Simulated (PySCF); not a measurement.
WBr4, SMILES [Br][W]([Br])([Br])[Br] (connectivity only; charge and spin as stated), neutral, multiplicity 3.

The structure is a stationary point at B3LYP-D3(BJ)/def2-SVP. The spin state was assumed, not searched. The def2 effective core potentials stand for the cores of W; spin–orbit coupling is left out.

The numbers are results of TDA-PBE/def2-SVPD run with PySCF, not measurements.

Vertical excitations; the highest root listed may be one member of a degenerate set. Isolated molecule, no solvent.

Computed lowest excited states:
```
state    energy (eV)  λ (nm)      f                                                                                                                                   main pairs
-------  -----------  ------  -----  -------------------------------------------------------------------------------------------------------------------------------------------
root 1          1.14    1092  0.000                                                                α HOMO→LUMO, α HOMO−1→LUMO+1, α HOMO→LUMO+1, α HOMO−1→LUMO+2 (degenerate set)
root 2          1.14    1092  0.000                                                              α HOMO−1→LUMO, α HOMO−1→LUMO+1, α HOMO−1→LUMO+2, α HOMO→LUMO+2 (degenerate set)
root 3          1.14    1092  0.000                                                                                              α HOMO→LUMO+2, α HOMO−1→LUMO+1 (degenerate set)
root 4          1.36     915  0.009                                                                                              α HOMO−1→LUMO+2, α HOMO→LUMO+1 (degenerate set)
root 5          1.36     915  0.009                                                                  α HOMO→LUMO, α HOMO→LUMO+1, α HOMO→LUMO+2, α HOMO−1→LUMO+2 (degenerate set)
root 6          1.36     915  0.009                                                                α HOMO−1→LUMO, α HOMO→LUMO+1, α HOMO−1→LUMO+1, α HOMO→LUMO+2 (degenerate set)
root 7          3.64     341  0.001  α HOMO−3→LUMO, α HOMO−2→LUMO+1, α HOMO−2→LUMO+2, α HOMO−4→LUMO, β HOMO−1→LUMO, β HOMO→LUMO, β HOMO→LUMO+1, β HOMO−2→LUMO+1 (degenerate set)
root 8          3.64     341  0.001               α HOMO−4→LUMO, α HOMO−2→LUMO+2, α HOMO−2→LUMO+1, α HOMO−3→LUMO, β HOMO→LUMO+1, β HOMO−2→LUMO, β HOMO−1→LUMO+1 (degenerate set)
root 9          3.64     341  0.001                                                            α HOMO−4→LUMO+1, α HOMO−3→LUMO+2, β HOMO−2→LUMO+1, β HOMO−1→LUMO (degenerate set)
root 10         3.67     338  0.000                    α HOMO−4→LUMO+2 8 %, α HOMO−4→LUMO+1 6 %, α HOMO−3→LUMO+2 6 %, β HOMO→LUMO 37 %, β HOMO−1→LUMO 13 %, β HOMO−2→LUMO+1 13 %
```
Unrestricted roots are not spin-pure.
